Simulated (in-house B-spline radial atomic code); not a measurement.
Configurations of Pd3+, with energies counted from [Kr] (4d3/2)4 (4d5/2)3. All numbers are computed (Dirac-Hartree-Fock, average of each configuration as written; Fermi nucleus of rms radius 4.5318 fm) with an all-electron radial atomic-structure program (B-spline basis), not measured. Energies include first-order Breit, QED and recoil terms.

Occupations are held fixed; configurations that lie above the ionisation limit could autoionise.

| configuration | E - E(ref) (eV) | highest orbital | its <r> (bohr) |
| --- | --- | --- | --- |
| [Kr] (4d3/2)2 (4d5/2)5 | 1.1836 | 4d5/2 | 1.304 |
| [Kr] (4d3/2)2 (4d5/2)4 7s1 | 38.215 | 7s1/2 | 7.8 |
| [Kr] (4d5/2)6 (7d5/2)1 | 41.683 | 7d5/2 | 10.6 |
| [Ar] 3d10 4s2 (4p1/2)1 (4p3/2)4 (4d3/2)2 (4d5/2)5 (6p3/2)1 | 91.78 | 6p3/2 | 5.375 |
| [Ar] 3d10 4s2 (4p1/2)2 (4p3/2)3 (4d3/2)3 (4d5/2)4 (7g9/2)1 | 98.255 | 7g9/2 | 15.83 |
| [Ar] (3d3/2)4 (3d5/2)5 4s2 4p6 (4d3/2)1 (4d5/2)6 (5p3/2)1 | 360.48 | 5p3/2 | 2.769 |

Question: Order these further configurations by energy, lowest first.
A. [Ar] (3d3/2)4 (3d5/2)5 4s2 4p6 (4d3/2)1 (4d5/2)6 (4f7/2)1
B. [Ar] 3d10 4s2 (4p1/2)2 (4p3/2)3 (4d3/2)1 (4d5/2)6 (6f5/2)1
C. [Ar] (3d3/2)3 (3d5/2)6 4s2 4p6 (4d3/2)4 (4d5/2)3 (6g9/2)1
D. [Kr] (4d3/2)2 (4d5/2)4 (4f5/2)1
E. [Ar] 3d10 4s2 (4p1/2)1 (4p3/2)4 (4d3/2)2 (4d5/2)5 (5g7/2)1

Answer: D (34.405 eV), E (97.873 eV), B (98.603 eV), A (374.21 eV), C (386.56 eV).

Question: How far above the reference does [Ar] 3d10 4s2 (4p1/2)1 (4p3/2)4 (4d3/2)4 (4d5/2)3 (7f7/2)1 lie?

Answer: 103.94 eV; its least bound orbital is 7f7/2 with <r> = 15.52 bohr.

Question: How far above the reference does [Kr] (4d3/2)3 (4d5/2)3 (7f7/2)1 lie?

Answer: 43.449 eV; its least bound orbital is 7f7/2 with <r> = 15.61 bohr.
